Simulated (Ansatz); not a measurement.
Basis-set extrapolation for C3H6OSi, SMILES `C=C1[SiH2]C1O` (PBE0-D4/def2-TZVP geometry, frozen core, Ansatz). Multiplicity 1, RHF reference.

```
                      def2-TZVPP   def2-QZVPP
                 HF  -480.832172  -480.849602
    MP2 correlation    -0.863107    -0.921664
CCSD(T) correlation    -0.942820      not run
```

Energies in hartree. Use E(X) = E(∞) + A·exp(−7.88·√X) for Hartree–Fock and E(X) = E(∞) + B·X^(−2.97) for correlation, with X = 3 and 4, and add CCSD(T) minus MP2 of the smaller set to the MP2 limit.

Task: What is the CCSD(T) energy at the basis-set limit?

Result: HF limit: -480.849602 + (-0.017430) × 0.13774 = -480.85200. MP2 limit: -0.921664 + (-0.058557) × 0.74074 = -0.96504. Higher-order term: -0.942820 − (-0.863107) = -0.07971. Total: -481.89675 hartree, 76.4 kcal/mol below CCSD(T)/def2-TZVPP.
